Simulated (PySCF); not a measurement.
**Small edits and their spectra**

Starting compound: SMILES Cc1c(F)cnn1[SiH3], C$_{4}$H$_{7}$FN$_{2}$Si.

¹H NMR (400 MHz, computed): δ 7.59 (m, 1H), 5.21 (s, 3H), 2.49 (s, 3H). ¹³C{¹H} NMR (computed): δ 159.9 (C), 135.3 (CH), 133.6 (C), 9.9 (CH3).

- shieldings: GIAO PBE0/pcSseg-1
- GFN2-xTB geometry
- program: PySCF 2.14
- rapidly exchanging positions averaged, single conformer, no solvent model, non-relativistic Hamiltonian

Shifts are taken against calculated references (same method and geometry level): TMS for ¹H (σref 31.72), ¹³C (σref 186.93). Splittings of carbon signals by F and P are missing where no couplings were computed. Where no couplings were computed, multiplicities follow the n + 1 count of equivalent neighbours, and m marks all less simple cases (inequivalent or close neighbours, rings, F or P nearby). Shifts are as computed. Against solution values, carbons near 30 ppm lie about +3 ppm off and those near 130 ppm about +5 ppm; carbons on Cl a further +6 ppm. Of 1309 compounds with measured shifts, 239 miss one by over three times the rms of a fit or turn the order of signals round; such compounds aren't used in these exercises. Carbons bonded to Cl come out too deshielded.

Product 1. ¹H NMR (400 MHz, computed): δ 7.72 (m, 1H), 5.33 (s, 3H), 4.61 (s, 3H). ¹³C{¹H} NMR (computed): δ 171.7 (C), 134.8 (CH), 125.1 (C).

Product 2. ¹H NMR (400 MHz, computed): δ 7.56 (s, 1H), 5.21 (s, 3H), 2.48 (s, 3H). ¹³C{¹H} NMR (computed): δ 146.0 (C), 145.9 (CH), 122.9 (C), 10.8 (CH3).

Product 3. ¹H NMR (400 MHz, computed): δ 7.61 (m, 1H), 5.27 (s, 3H), 2.89 (t, 2H), 1.79 (m, 2H), 0.90 (t, 3H). ¹³C{¹H} NMR (computed): δ 159.5 (C), 138.8 (C), 136.1 (CH), 30.9 (CH2), 26.7 (CH2), 15.4 (CH3).

Product 4. ¹H NMR (400 MHz, computed): δ 5.17 (s, 3H), 2.79 (q, 2H), 2.44 (s, 3H), 1.26 (t, 3H). ¹³C{¹H} NMR (computed): δ 158.3 (C), 150.0 (C), 134.5 (C), 24.6 (CH2), 16.5 (CH3), 10.2 (CH3).

Each product comes from one edit: H on C replaced by C2H5 (`CCCc1c(F)cnn1[SiH3]`); H on C replaced by C2H5 (`CCc1nn([SiH3])c(C)c1F`); F replaced by Cl (`Cc1c(Cl)cnn1[SiH3]`); C replaced by Si (`Fc1cnn([SiH3])c1[SiH3]`). Which is which?

## Answers


- Product 1: C replaced by Si, Fc1cnn([SiH3])c1[SiH3]. δC 125.1: substituted aromatic carbon next to a ring nitrogen. δH 7.72: hydrogen on an aromatic CH next to a ring nitrogen; aromatic region.
- Product 2: F replaced by Cl, Cc1c(Cl)cnn1[SiH3]. δC 122.9: aromatic carbon bearing chlorine. δC 10.8: methyl carbon on an aromatic ring; saturated and bonded to C and H only.
- Product 3: H on C replaced by C2H5, CCCc1c(F)cnn1[SiH3]. δC 136.1: aromatic CH next to a ring nitrogen. δC 30.9: sp3 CH2 on an aromatic ring; a saturated carbon with 2 carbon neighbours and no heteroatom attached.
- Product 4: H on C replaced by C2H5, CCc1nn([SiH3])c(C)c1F. δC 24.6: sp3 CH2 on an aromatic ring; saturated and bonded to C and H only. δH 2.44: hydrogen on a methyl carbon on an aromatic ring; benzylic-type position, deshielded by the ring.
